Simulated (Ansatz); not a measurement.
```yaml
crystal:
  periodic: [false, false, false]
  atoms:
    - {symbol: O, position_ang: [0.147694, -1.905077, 0.235231]}
    - {symbol: W, position_ang: [0.020340, -0.037517, 0.093536]}
    - {symbol: O, position_ang: [0.943722, 0.450785, 1.623019]}
    - {symbol: O, position_ang: [1.616816, -0.042657, -0.885878]}
    - {symbol: O, position_ang: [-0.946850, 0.057422, -1.506388]}
    - {symbol: Cl, position_ang: [-1.994613, -0.379956, 1.299725]}
    - {symbol: Cl, position_ang: [-0.472616, 2.316895, 0.088146]}
    - {symbol: H, position_ang: [-0.544813, -2.395265, 0.690461]}
    - {symbol: H, position_ang: [1.000026, 1.333562, 2.000239]}
    - {symbol: H, position_ang: [1.638278, -0.242038, -1.827093]}
    - {symbol: H, position_ang: [-1.407983, 0.843837, -1.811008]}
basis:
  gaussian: {orbitals: def2-mTZVP, fitting: {mean_field: cc-pVTZ-jkfit}}
hamiltonian: {xc: {name: HF}}
scf: {lower_state_search: light}
output: {forces: true}
```

```sh
$ ansatz run in.yaml --threads 2 --pin off --events-out ev --progress --plain --max-ram 31744MiB --backend cpu
```

Output, abridged:

```
Functional definition: HF
Error: <dir> the basis set cc-pVTZ-JKFIT has no functions for W
```
